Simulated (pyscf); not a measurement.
:HSi–Cl, singlet

Gas-phase minimum from PySCF at ωB97X-D3(BJ)/def2-SVP, one conformer. 

SMILES: [SiH]Cl
```xyz
3

Si     0.5157    -0.4039    -0.4231
Cl     1.9629     1.0947    -0.3645
H      0.4542    -0.6058     1.0920
```

Bond lengths (Å): Si1–Cl2 2.084, Si1–H3 1.530. Bond angles (°): Cl2–Si1–H3 95.4.

Properties at ωB97X-D3(BJ)/def2-SVP:

| Quantity | Result |
|---|---|
| Harmonic wavenumbers, unscaled | 548, 835, 2068 cm⁻¹ |
| Zero-point energy | 4.9 kcal/mol |
| Rotational symmetry number | 1 |
| Entropy of this conformer at 298 K and 1 atm, rigid rotor and harmonic oscillator, modes under 100 cm⁻¹ raised to 100 | 251.1 J/(mol K) |
| Dipole moment | 1.10 D |

Single-point totals, which compare only within one level (frozen core for MP2 and CC):

```
level                   total energy (hartree)
----------------------  ----------------------
ωB97X-D3(BJ)/def2-TZVP              -750.32621
PBE/def2-TZVP                       -749.96506
r²SCAN/def2-TZVP                    -750.23968
B3LYP-D3(BJ)/def2-TZVP              -750.34465
PBE0-D3(BJ)/def2-TZVP               -750.02842
M06-2X/def2-TZVP                    -750.26731
ωB97M-D3(BJ)/def2-TZVP              -750.39809
HF/def2-TZVPP                       -749.02905
MP2/def2-TZVPP                      -749.31886
CCSD/def2-TZVPP                     -749.35301
CCSD(T)/def2-TZVPP                  -749.36669
```

The CCSD(T) − MP2 part came from Ansatz, without density fitting, on the same reference.
